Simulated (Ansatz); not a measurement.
Consider the cleavage of the Sn–B bond: `F[SiH2][BH][SnH3]` + HBr → `[Br][SnH3]` + `B[SiH2]F`.

Computed with Ansatz on PBE0-D4/def2-TZVP structures; ΔE is electronic, products minus reactants. CCSD(T)/CBS adds triple-zeta CCSD(T) − MP2 to the extrapolated MP2 energy (def2 sets, frozen cores). DFT in def2-TZVPP. B3LYP here is the variant with VWN-RPA as its local correlation; programs differ in this. def2 core potentials past Kr. For Br, Sn outer-core shells are correlated without core-valence functions, which leaves a few kJ/mol of doubt a bond. Scalar relativity is left out up to krypton. One conformer a species, not always the lowest.

```json
{"level": "PBE0-D4", "ΔE (eV)": "-1.01"}
{"level": "B3LYP-D4", "ΔE (eV)": "-1.07"}
{"level": "B2PLYP", "ΔE (eV)": "-1.10"}
{"level": "RPA@PBE/def2-TZVPP", "ΔE (eV)": "-0.94"}
```

Task: What does CCSD(T)/CBS give? (An estimate is asked.)

Result: Computed: -1.05 eV. The listed levels differ from it by 0.04, -0.02, -0.05, 0.11 eV.

Largest T1 diagnostic among the species: 0.014.

The D4 term adds +0.05 eV with B3LYP and +0.03 eV with PBE0; it sums over pairs of atoms, weighted by their polarisabilities, and B3LYP, whose exchange is more repulsive, gets the larger term. Leaving LDA and LC-ωPBE aside and taking each functional with its dispersion term where it has one, the values, not all of them listed here, spread over 0.22 eV, from BHLYP-D4 to PBE-D4. LDA lies +0.13 eV from PBE without D4. From r2SCAN to r2SCAN0 (25 % exact exchange), in def2-TZVPP and without D4, ΔE moves by −0.04 eV.
